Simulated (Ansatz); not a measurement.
The cluster In2Sn, relaxed as a quintet with UKS PBE0-D4/def2-SVP in Ansatz, starting from the PBE0-D4/def2-SVP geometry of the neutral singlet. Force threshold 0.02 eV/Å.

In the def2 sets In, Sn take a core potential; there is no spin–orbit coupling. At PBE0-D4/def2-SVP a triplet of charge 0 lies 0.22 eV below the quintet, each at its own geometry. The structure comes from a short search, and lower isomers may exist.

Start:

Cartesian coordinates in Å:
```
In -0.537 1.723 -1.597
In 1.459 -1.776 0.725
Sn -0.922 0.053 0.872
```

```csv
step,energy (eV),largest force component (eV/Å),SCF passes
1,-16179.2335,0.416,35
2,-16179.4415,0.349,33
3,-16179.6564,0.397,31
4,-16179.8499,0.268,31
5,-16179.9139,0.040,32
6,-16179.9146,0.012,32
```

Force components are those of the run's own axes.

End:

```xyz
3

In   -0.064    1.170   -1.390
In    1.312   -1.242    0.210
Sn   -1.248    0.072    1.180
```

Bonds formed: In1–In2 (atoms count from 1).

No frequencies were taken in this run, so the end may be a saddle point.

It took 14 s on 4 threads of Arm Neoverse V2 on a shared host.
